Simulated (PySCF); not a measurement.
Gas-phase reaction: 3 GeH2Cl2 + 2 GeH2F2 ⇌ 2 GeHCl3 + 2 F2 + Ge3H8

Computed with PySCF and rigid-rotor harmonic-oscillator thermochemistry at 1 bar. † marks an energy on the PBE0/def2-TZVP geometry and frequencies; other levels use their own. MP2 and CCSD(T) freeze the core. 6-31G* has spherical d functions here. All species are closed-shell singlets. Ge: all electrons, no relativistic terms. GeH2F2: computed as isolated molecules; such fragments, hydroxides, amides, oligomers or adducts are transient or little studied in the gas. MP2 isn't extrapolated to the basis-set limit; its ΔH°(298 K) is 1284.7 kJ in def2-SVP and 1309.3 kJ in def2-TZVPP. CCSD(T) isn't extrapolated to the basis-set limit. The harmonic model lacks anharmonicity and excited electronic states, which grow with temperature; levels with a mode under 35 cm⁻¹ are left out. Internal rotation in Ge3H8 is treated as a harmonic vibration of one conformer, which makes the entropy rough.

```json
[
 {"level": "CCSD(T)/def2-SVP†", "ΔE electronic, kJ": "1222", "ΔH°(298 K), kJ": "1216", "ΔS°(298 K), J/K": "-8", "ΔG°(1400 K), kJ": "1209"},
 {"level": "HF/6-31G*", "ΔE electronic, kJ": "1352", "ΔH°(298 K), kJ": "1344", "ΔS°(298 K), J/K": "-9", "ΔG°(1400 K), kJ": "1337"},
 {"level": "M06-2X/def2-TZVP†", "ΔE electronic, kJ": "1356", "ΔH°(298 K), kJ": "1350", "ΔS°(298 K), J/K": "-8", "ΔG°(1400 K), kJ": "1343"},
 {"level": "MP2/def2-SVP†", "ΔE electronic, kJ": "1290", "ΔH°(298 K), kJ": "1285", "ΔS°(298 K), J/K": "-8", "ΔG°(1400 K), kJ": "1277"},
 {"level": "MP2/def2-TZVPP†", "ΔE electronic, kJ": "1315", "ΔH°(298 K), kJ": "1309", "ΔS°(298 K), J/K": "-8", "ΔG°(1400 K), kJ": "1302"},
 {"level": "PBE/def2-SVP", "ΔE electronic, kJ": "1147", "ΔH°(298 K), kJ": "1141", "ΔS°(298 K), J/K": "-4", "ΔG°(1400 K), kJ": "1129"},
 {"level": "PBE/def2-TZVP†", "ΔE electronic, kJ": "1172", "ΔH°(298 K), kJ": "1166", "ΔS°(298 K), J/K": "-8", "ΔG°(1400 K), kJ": "1159"},
 {"level": "PBE0/def2-SVP†", "ΔE electronic, kJ": "1202", "ΔH°(298 K), kJ": "1196", "ΔS°(298 K), J/K": "-8", "ΔG°(1400 K), kJ": "1189"},
 {"level": "r2SCAN/def2-TZVP†", "ΔE electronic, kJ": "1238", "ΔH°(298 K), kJ": "1232", "ΔS°(298 K), J/K": "-8", "ΔG°(1400 K), kJ": "1225"},
 {"level": "LDA/def2-TZVP†", "ΔE electronic, kJ": "1192", "ΔH°(298 K), kJ": "1187", "ΔS°(298 K), J/K": "-8", "ΔG°(1400 K), kJ": "1179"},
 {"level": "ωB97X-V/def2-TZVP†", "ΔE electronic, kJ": "1255", "ΔH°(298 K), kJ": "1249", "ΔS°(298 K), J/K": "-8", "ΔG°(1400 K), kJ": "1242"}
]
```
ΔH° is lowest at PBE/def2-SVP and highest at M06-2X/def2-TZVP†. No reference value is set beside these.
